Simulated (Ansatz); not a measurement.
H3BN (SMILES [BH]N), doublet, at a GFN2-xTB geometry; MP2/cc-pVDZ (Ansatz, a program for electronic structure).

Input for Ansatz:
Ansatz 0.2 input:
```yaml
crystal:
  periodic: [false, false, false]
  atoms:
    - {symbol: B, position_ang: [0.77176572, -0.38326126, -0.00712341]}
    - {symbol: N, position_ang: [-0.50098332, 0.12964714, 0.00508320]}
    - {symbol: H, position_ang: [1.71461686, 0.31236266, -0.02031081]}
    - {symbol: H, position_ang: [-0.72292847, 1.12140556, 0.00373476]}
    - {symbol: H, position_ang: [-1.34363377, -0.42499191, 0.01661071]}
basis:
  gaussian:
    orbitals: cc-pVDZ
magnetization: {spin_polarized: true, initial_magnetization: 1}
correlation: {method: mp2, electrons: outside_noble_gas}
accuracy: high
```

Problem. Predict the main parts of the log of this Ansatz run.

Solution. 
```
Functional definition: HF
957 factors; integrals over basis functions are off by at most 3.4e-9 eV
mean field evaluation 1: about -2198.2000 eV, gradient 1.9e1 eV
mean field evaluation 2: about -2198.2002 eV, gradient 1.9e1 eV
mean field evaluation 4: about -2200.1991 eV, gradient 2.3e0 eV
mean field evaluation 8: about -2200.2803 eV, gradient 7.6e-2 eV
mean field -2200.28041836 eV, -80.8588139709 hartree, gradient 3.1e-8 eV, S^2 0.756782; 0 other end points of the search recorded, 0 dependent functions left out
2 core orbitals not correlated
reference -2200.28041836 eV, -80.8588139709 hartree; 6, 5 occupied and 35, 36 virtual orbitals, 957 factors
second order -6.49504168 eV of doubles, -0.00000000 eV of singles
Total energy: -2206.77546004 eV, -81.0975023503 hartree
```
